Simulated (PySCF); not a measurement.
Compound: C₃H₉AsSi.
Cartesian coordinates in Å at the PBE0-D3(BJ)/def2-SVP level; atoms count from 1:
```xyz
14
C3H9AsSi angstrom
C     -2.1512   -0.3962   -0.6460
C     -1.1560    0.4784   -0.8125
C     -0.6205    1.4066    0.2272
Si     1.0161    0.7756    0.9549
As     2.5219    0.3144   -0.8222
H     -2.6955   -0.4772    0.3007
H     -2.4607   -1.0622   -1.4550
H     -0.6485    0.5098   -1.7859
H     -1.3334    1.5310    1.0592
H     -0.4282    2.4073   -0.1966
H      1.6357    1.8350    1.8127
H      0.7537   -0.4308    1.7985
H      1.8916   -1.0504   -1.0795
H      3.5584   -0.2690    0.1328
```

Computed, not measured: PBE0-D3(BJ)/def2-SVP geometry optimisation, gas phase (PySCF 2.14.0).

Take the most abundant isotopes and a rigid rotor. The values belong to one conformer with, in the numbering `[CH2:1]=[CH:2][CH2:3][SiH2:4][AsH2:5]`, C1–C2–C3–Si4 102°, C2–C3–Si4–As5 53°, C3–Si4–As5–H -82° and -174°.

Give the principal moments of inertia and the rotational constants in MHz.

Ia = 120.64, Ib = 447.64, Ic = 523.69 u·Å²; 505379 MHz·u·Å²/I gives A = 4189, B = 1129, C = 965.0 MHz.

What kind of rotor is it?

An asymmetric top; Ray's κ = -0.898.

What does the inertial defect say?

Not planar: Δ = Ic − Ia − Ib = -44.59 u·Å². For a rigid frame Δ = −2 Σ m c², so Σ m c² = 22.30 u·Å² lies off the ab plane: 10.36 from hydrogen and 11.93 from heavier atoms. The atom farthest from that plane is 1.76 Å away.

List the rotational levels J(Ka,Kc) to J = 5 (MHz).

Above 0(0,0):
J = 1: 1(0,1) 2094, 1(1,1) 5154, 1(1,0) 5318
J = 2: 2(0,2) 6276, 2(1,2) 9178, 2(1,1) 9670, 2(2,1) 18850, 2(2,0) 18857
J = 3: 3(0,3) 12532, 3(1,3) 15210, 3(1,2) 16194, 3(2,2) 25132, 3(2,1) 25164, 3(3,1) 40846, 3(3,0) 40847
J = 4: 4(0,4) 20845, 4(1,4) 23246, 4(1,3) 24885, 4(2,3) 33503, 4(2,2) 33599, 4(3,2) 49235, 4(3,1) 49236, 4(4,1) 71218, 4(4,0) 71218
J = 5: 5(0,5) 31190, 5(1,5) 33280, 5(1,4) 35735, 5(2,4) 43959, 5(2,3) 44180, 5(3,3) 59726, 5(3,2) 59730, 5(4,2) 81702, 5(4,1) 81702, 5(5,1) 109967, 5(5,0) 109967
Those of J = 1 are B + C, A + C and A + B.

Which types of transition are allowed, and where do some lines up to J = 2 fall?

The dipole components are |μa| = 0.55 D, |μb| = 0.28 D, |μc| = 0.09 D. Intensities carry the squares of the components, which stand as 1.00 : 0.27 : 0.03 (a : b : c). Some lines, for components of 0.1 D or more:

```csv
type,branch,"J(Ka,Kc)",MHz,lower level (cm⁻¹)
a,Q,"2(1,1) ← 2(1,2)",492,0.306
b,R,"2(0,2) ← 1(1,1)",1122,0.172
a,R,"1(0,1) ← 0(0,0)",2094,0.000
b,Q,"1(1,0) ← 1(0,1)",3224,0.070
b,Q,"2(1,1) ← 2(0,2)",3394,0.209
a,R,"2(1,2) ← 1(1,1)",4024,0.172
a,R,"2(0,2) ← 1(0,1)",4182,0.070
a,R,"2(1,1) ← 1(1,0)",4352,0.177
b,R,"1(1,1) ← 0(0,0)",5154,0.000
b,R,"2(1,2) ← 1(0,1)",7084,0.070
b,Q,"2(2,1) ← 2(1,2)",9672,0.306
b,R,"2(2,1) ← 1(1,0)",13532,0.177
b,R,"2(2,0) ← 1(1,1)",13703,0.172
```

Stationary, but not proved a minimum. No vibrational averaging or centrifugal distortion is included, and the geometry carries the error of its method. Quadrupole hyperfine structure (75As) is left out.
